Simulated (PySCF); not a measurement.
**How methods differ on the ionisation energy of Ge²⁵⁺**

Ge²⁵⁺ [He] 2s2 2p3 (4S) → Ge²⁶⁺ [He] 2s2 2p2 (3P), as a difference of total energies. All numbers are calculated (PySCF 2.14, the spin-free X2C one-electron Hamiltonian (Gaussian nucleus), in an even-tempered Gaussian basis (19 s from 7 bohr⁻², ratio 2.2; 12 p from 9.1 bohr⁻², ratio 2.2; 6 d from 38 bohr⁻², ratio 2.4; 5 f from 56 bohr⁻², ratio 2.4; 4 g from 85 bohr⁻², ratio 2.4)). Correlated levels: nothing frozen; virtual orbitals above 40 to 60 times the deepest correlated orbital energy dropped. The calculations carry no spin-orbit coupling.

```json
{"method": "UHF", "ionisation energy (eV)": "2599.9"}
{"method": "LDA", "ionisation energy (eV)": "2597.9"}
{"method": "PBE", "ionisation energy (eV)": "2598.1"}
{"method": "r2SCAN", "ionisation energy (eV)": "2600.7"}
{"method": "MN15", "ionisation energy (eV)": "2600.7"}
{"method": "TPSS", "ionisation energy (eV)": "2598.1"}
{"method": "MP2 (all electrons)", "ionisation energy (eV)": "2599.9"}
```

Problem. Estimate what SCS-MP2 (all electrons) gives.

Solution. 2599.4 eV, closest to UHF among the rows shown.

Problem. Estimate what PBE0 gives.

Solution. 2598.9 eV, closest to TPSS among the rows shown.

Spin-orbit coupling is strong in these open shells (close to jj coupling). The scalar numbers leave it out and a first-order estimate fails, so it can dominate the gap to the real levels.

For this ion Breit and QED terms and the two-electron picture change, all absent here, outweigh the differences among the correlated methods.

For comparison: 2575 ± 19 eV (semi-empirical (NIST evaluation); NIST Atomic Spectra Database, ionization energies).
